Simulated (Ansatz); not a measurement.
`B[SiH]1BS1` + `C[SiH2]O` → `BO[SiH2]C` + `B1[SiH2]S1` at 700 K and 1 bar (cleavage of the B–Si bond).

Program: Ansatz. Geometries: PBE0-D4/def2-TZVP. ΔE: electronic, gas phase. CBS: MP2 limit from def2 TZ/QZ plus the TZ coupled-cluster correction, frozen cores. This one scheme is used for every species. One conformer a species, not always the lowest.

| species | CCSD(T)/CBS energy (Eh) | H − E (kJ/mol) | S (J/(mol·K)) |
| --- | --- | --- | --- |
| `B[SiH]1BS1` | -738.82401 | 179.4 | 417.7 |
| `C[SiH2]O` | -405.96945 | 239.4 | 390.4 |
| `BO[SiH2]C` | -431.39483 | 285.2 | 445.7 |
| `B1[SiH2]S1` | -713.45359 | 128.5 | 349.1 |

H − E and S are ideal-gas, rigid-rotor, harmonic terms from PBE0-D4/def2-TZVP, for one conformer and one mirror image of each species. 1 Eh = 2625.50 kJ/mol, R = 8.31446 J/(mol·K).

Problem. By hand: ΔE, ΔH, ΔS and ΔG.

Solution. ΔE = (-431.39483) + (-713.45359) − (-738.82401) − (-405.96945) = -0.05496 Eh = -144.3 kJ/mol. Δ(H − E) = 285.2 + 128.5 − 179.4 − 239.4 = -5.1, so ΔH = -149.4 kJ/mol. ΔS = 445.7 + 349.1 − 417.7 − 390.4 = -13.3 J/(mol·K). ΔG = -149.4 − 700 × (-13.3)/1000 = -140.1 kJ/mol.

Problem. By hand: the equilibrium constant, and the temperature at which ΔG would vanish if ΔH and ΔS stayed fixed.

Solution. log₁₀ K = −ΔG/(RT ln 10) = 10.5. ΔG = 0 at ΔH/ΔS = 11233 K, far beyond where these terms or the molecules hold.

The number of gas molecules stays the same, so ΔS is small and ΔH decides. A doubt of 5 kJ/mol in ΔE shifts log₁₀ K by 0.4 here. Other conformers and mirror images would add mixing entropy, several J/(mol·K) or more a flexible species. Modes under 60 cm⁻¹, often nearly free rotors, make the harmonic entropy too high. These are equilibria of isolated gas molecules and say nothing of rates. Largest T1 diagnostic: 0.020 (customary marks: 0.02 for closed shells, 0.045 for open ones).
